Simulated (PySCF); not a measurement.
B3LYP has the VWN-RPA correlation part, as in Gaussian. 

**C2H5B, SMILES `B1CC1` (charge 0, multiplicity 1)**

These are B3LYP-D3(BJ)/def2-TZVP in PySCF values and carry that method's errors.

- HOMO: -7.23 eV
- dipole moment: 0.042 e·Å
- HOMO–LUMO gap: 5.72 eV
- LUMO: -1.51 eV
- total energy: -104.0570 Ha
- cost: roughly 15 core-seconds

```xyz
8

B      0.7282     0.6909    -0.0241
C     -0.7556     0.3499     0.0370
C      0.3087    -0.7739    -0.0222
H      1.5840     1.5029    -0.0525
H     -1.3840     0.4951    -0.8365
H     -1.3052     0.4748     0.9651
H      0.4513    -1.3799     0.8674
H      0.3726    -1.3597    -0.9342
```
